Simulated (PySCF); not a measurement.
C3H3N2, SMILES [c]1ncc[nH]1, multiplicity 2.

Geometry: PBE-D3(BJ)/def2-SVP. The isomer is the one that the SMILES or the coordinates give; other isomers of the formula were not compared.

Two levels are set side by side: PBE/def2-TZVP (PySCF) and M06-2X/def2-TZVP (PySCF). Same geometry, gas phase. Differences are taken from unrounded values.

```
quantity                     M06-2X
---------------------------  ------
α-spin orbital gap (eV)        9.58
β-spin orbital gap (eV)        5.93
dipole moment (D)              3.71
mean polarisability (bohr³)    43.9
```

Task: What does PBE give, and how far is it from M06-2X? (The exact figures need the calculation; the answer reports its results.)

Result: 
```tsv
quantity	PBE	PBE minus M06-2X
α-spin orbital gap (eV)	5.37	-4.21
β-spin orbital gap (eV)	1.55	-4.38
dipole moment (D)	3.53	-0.18
mean polarisability (bohr³)	45.6	1.7
```

Loosely held outer electrons make PBE densities more polarisable. Differences between two approximate levels are no errors against the true value.

Rough cost on one machine, each run with all the roots and properties that it gave: M06-2X against PBE within a factor of 2.
